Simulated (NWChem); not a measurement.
Species: isocyanic acid (CHNO); SMILES C(=N)=O

```xyz
4

N      0.1655     1.1780     0.0000
C     -0.0132    -0.0279     0.0000
O     -0.0298    -1.2024     0.0000
H     -0.5663     1.8721     0.0000
```
Atoms are numbered in this order, from 1.

All runs: NWChem. Pople sets run with spherical d functions. Structure relaxed at the B3LYP/6-31G* (spherical d) level. GIAO values for the isolated, static molecule; σ is the absolute isotropic shielding.

| level | basis functions | σ N1 (ppm) | σ C2 (ppm) | σ O3 (ppm) | σ H4 (ppm) | relative time |
|---|---|---|---|---|---|---|
| PBE0/6-31G* | 44 | 235.1 | 72.3 | 188.3 | 29.62 | 1 |
| PBE0/6-311G** | 60 | 228.6 | 50.7 | 168.1 | 29.06 | 2 |
| PBE0/def2-SVP | 47 | 236.0 | 68.2 | 190.2 | 28.86 | 1 |
| PBE0/def2-TZVP | 99 | 228.9 | 48.8 | 170.6 | 28.98 | 6 |
| PBE0/IGLO-II | 72 | 226.6 | 51.1 | 168.7 | 29.10 | 2 |
| PBE0/IGLO-III | 115 | 225.8 | 43.5 | 167.4 | 28.76 | 10 |
| PBE0/pcSseg-2 | 122 | 225.5 | 42.7 | 166.6 | 28.45 | 10 |

Times are rough ratios from one shared machine.
